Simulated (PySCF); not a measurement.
CdBrI, SMILES [Br][Cd][I].

Coordinates come from a B3LYP-D3(BJ)/def2-SVP optimisation. The def2 effective core potentials stand for the cores of Cd, I; spin–orbit coupling is left out.

These are TDA-B3LYP/def2-SVPD in PySCF values and carry that method's errors.

Vertical excitations; the highest root listed may be one member of a degenerate set.  State labels are in the subgroup C2v.

```csv
state,symmetry,energy (eV),λ (nm),f,main pairs
S1,B1,3.89,319,0.005,HOMO−1→LUMO (degenerate set)
S2,B2,3.89,319,0.005,HOMO→LUMO (degenerate set)
S3,B2,4.47,277,0.017,HOMO−2→LUMO (degenerate set)
S4,B1,4.47,277,0.017,HOMO−3→LUMO (degenerate set)
S5,A1,5.49,226,0.060,"HOMO−4→LUMO 44 %, HOMO−1→LUMO+1 27 %, HOMO→LUMO+2 27 %"
S6,A2,5.55,224,0.000,"HOMO−1→LUMO+2 50 %, HOMO→LUMO+1 50 %"
S7,A2,5.58,222,0.000,"HOMO→LUMO+1, HOMO−1→LUMO+2 (degenerate set)"
S8,A1,5.58,222,0.000,"HOMO→LUMO+2, HOMO−1→LUMO+1 (degenerate set)"
S9,A2,6.12,203,0.000,"HOMO−2→LUMO+1 50 %, HOMO−3→LUMO+2 50 %"
S10,A2,6.17,201,0.000,"HOMO−3→LUMO+2 50 %, HOMO−2→LUMO+1 50 %"
T1,B1,3.56,348,0,HOMO−1→LUMO (degenerate set)
T2,B2,3.56,348,0,HOMO→LUMO (degenerate set)
T3,B2,4.13,300,0,HOMO−2→LUMO (degenerate set)
T4,B1,4.13,300,0,HOMO−3→LUMO (degenerate set)
```
Triplets are in the Tamm–Dancoff approximation.
